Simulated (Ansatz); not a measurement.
ClGa (SMILES [Cl][Ga]): geometry of the low-spin state from B3LYP-D3(BJ)/def2-TZVP.
(charge 0, multiplicity 1):
```xyz
2

Cl     0.00000     0.00000    -1.44595
Ga     0.00000     0.00000     0.79294
```
The high-spin state stands at its own minimum; R- takes a restricted low-spin state.

Run with Ansatz (Gaussian orbitals). Values without a source in brackets are computed.

The gap E(multiplicity 1) − E(multiplicity 3) (kcal/mol) and the share of exact exchange:

```json
[
 {"functional": "R-PBE/def2-TZVPP", "exact exchange (%)": "0", "value": "-82.13"},
 {"functional": "R-PBE0/def2-TZVPP", "exact exchange (%)": "25", "value": "-79.16"},
 {"functional": "R-B3LYP/def2-TZVPP", "exact exchange (%)": "20", "value": "-84.90"},
 {"functional": "R-BHLYP/def2-TZVPP", "exact exchange (%)": "50", "value": "-81.81"},
 {"functional": "R-r2SCAN/def2-TZVPP", "exact exchange (%)": "0", "value": "-77.61"}
]
```

Task: Take the value as linear in the share of exact exchange along PBE and PBE0. Give the slope, say whether the sign turns, and set the other functionals against that line.

Result: 
Slope: (-79.16 − (-82.13))/2.5 = 1.19 kcal/mol for each 10 %. The line keeps its sign from 0 to 100 %. At 50 % it gives -76.2 kcal/mol. From B3LYP to BHLYP the slope is (-81.81 − (-84.90))/3 = 1.03 for each 10 %. BHLYP, at 50 %, lies -5.6 from the PBE line. B3LYP, at 20 %, lies -5.2 from the PBE line. r2SCAN, with none, stands 4.5 from PBE.

Ansatz is an electronic-structure program.
